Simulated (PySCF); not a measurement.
## Polarisability and C₆ of Cd²⁺ (cadmium, charge +2)

[Kr] 4d10, closed-shell 1S. Calculation: PySCF 2.14, in x2c-QZVPPall with one added diffuse shell each of s, p, d, f, g type (14s9p8d5f3g, 143 functions); the spin-free X2C one-electron Hamiltonian (Gaussian nucleus). Coupled (time-dependent) response in atomic units; α is the mean over directions.

```tsv
method	mean α (bohr³)	C₆ (like pair)	S(−4)
TPSSh	5.499	28.05	6.330
```

S(−4) is the Cauchy moment in α(ω) = α(0) + S(−4) ω² + …

α(iu) at TPSSh:

| u (hartree) | α(iu) (bohr³) |
| --- | --- |
| 0 | 5.499 |
| 0.0500 | 5.483 |
| 0.100 | 5.437 |
| 0.200 | 5.265 |
| 0.300 | 5.016 |
| 0.500 | 4.429 |
| 0.750 | 3.729 |
| 1.00 | 3.148 |
| 1.50 | 2.300 |
| 2.00 | 1.735 |
| 3.00 | 1.068 |
| 5.00 | 0.5096 |

For an ion, C₆ is the dispersion term alone; charge-induced terms of lower order in 1/R come first.
